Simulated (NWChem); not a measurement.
System: CBF$_{5}$; SMILES B(F)(F)C(F)(F)F

```xyz
7

B      0.0071    -0.9735     0.0034
C      0.0092     0.6384     0.0037
F     -0.5126     1.0996    -1.1410
F      1.2357     1.1443     0.1258
F     -0.7328     1.1133     1.0106
F      1.1297    -1.6402    -0.0005
F     -1.1323    -1.6129    -0.0001
```
Atoms are numbered in this order, from 1.

All runs: NWChem. Pople sets run with spherical d functions. Geometry: optimised at PBE0/def2-SVP. Atomic charges in e: unrestrained fits to the electrostatic potential beside Mulliken populations; buried atoms are poorly determined by the fit.

For level Hartree-Fock/6-31G*:

ESP B1: 0.74
Mulliken B1: 0.90
Mulliken C2: 1.05
Mulliken F3: -0.42
Mulliken F4: -0.41
Mulliken F5: -0.42

Task: How do the values read with level B3LYP/def2-SVP instead?

Result: ESP B1: 0.59
Mulliken B1: 0.15
Mulliken C2: 0.49
Mulliken F3: -0.18
Mulliken F4: -0.17
Mulliken F5: -0.18
